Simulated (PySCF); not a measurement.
Isomers of C5H5FO2, one GFN2-xTB conformer each. Single-point energies are computed at PBE0/pcSseg-1 (PySCF, gas phase, no added dispersion term), electronic only.

```csv
SMILES,GFN2-xTB relative energy (kJ/mol)
O=CO[C@@H]1C=C[C@@H]1F,33.0
O=COC1=CC[C@H]1F,0.0
```

Conformers: `[O:1]=[CH:2][O:3][C@@H:4]1[CH:5]=[CH:6][C@@H:7]1[F:8]` with O1–C2–O3–C4 3°, C2–O3–C4–C5 -171°; `[O:1]=[CH:2][O:3][C:4]1=[CH:5][CH2:6][C@H:7]1[F:8]` with O1–C2–O3–C4 1°, C2–O3–C4–C5 -1°.

**Question.** What does PBE0/pcSseg-1 give for the same structures?

**Answer.** 
| SMILES | PBE0/pcSseg-1 E (Eh) | PBE0/pcSseg-1 (kJ/mol) | GFN2-xTB (kJ/mol) | point group |
| --- | --- | --- | --- | --- |
| O=COC1=CC[C@H]1F | -443.24736 | 0.0 | 0.0 | C1 |
| O=CO[C@@H]1C=C[C@@H]1F | -443.24247 | 12.8 | 33.0 | C1 |

Both levels put the same isomer lowest. 

**Question.** Which frontier levels, dipoles and rotational constants go with these structures?

**Answer.** 
```csv
SMILES,"HOMO (eV, PBE0/pcSseg-1)",LUMO (eV),dipole (D),"A, B, C (MHz)"
O=COC1=CC[C@H]1F,-7.59,-0.80,1.35,"4631, 1388, 1124"
O=CO[C@@H]1C=C[C@@H]1F,-8.10,-0.67,2.88,"3966, 1642, 1351"
```

**Question.** As an exercise, what shares would exp(−E/RT) give at 1000 K from these electronic energies alone (no entropy, no degeneracies)?

**Answer.** RT = 8.314 kJ/mol: O=COC1=CC[C@H]1F 82.4 %, O=CO[C@@H]1C=C[C@@H]1F 17.6 %.
